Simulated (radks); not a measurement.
The numbers below are computed, except where a source is named.
Spherical quantum dot in the effective-mass picture: electrons in a parabolic well V = omega^2 r^2 / 2 with omega = 0.292, all in effective atomic units (hartree* = m*/eps^2 hartree, bohr* = eps/m* bohr), one dielectric constant everywhere. Level of theory: non-relativistic Kohn-Sham, PBE, spin-polarised, spherical densities (a radial shooting solver with Libxc functionals). Levels are named by radial order and angular momentum (1s, 1p, 1d, 2s, ...), and open shells are averaged over m.

N = 2, configuration 1s2. This is the lowest configuration that the search found. Occupied and some empty levels:

| level | occupation | eigenvalue (hartree*) | <r> (bohr*) |
|---|---|---|---|
| 1s | 2 | 0.94830 | 2.346 |
| 1p | 0 | 1.1822 | 2.990 |
| 1d | 0 | 1.4367 | 3.513 |
| 2s | 0 | 1.4726 | 3.261 |

Energy (hartree*): total 1.25152, kinetic 0.35428, external 0.54535, Hartree 0.76550, exchange-correlation -0.41361.
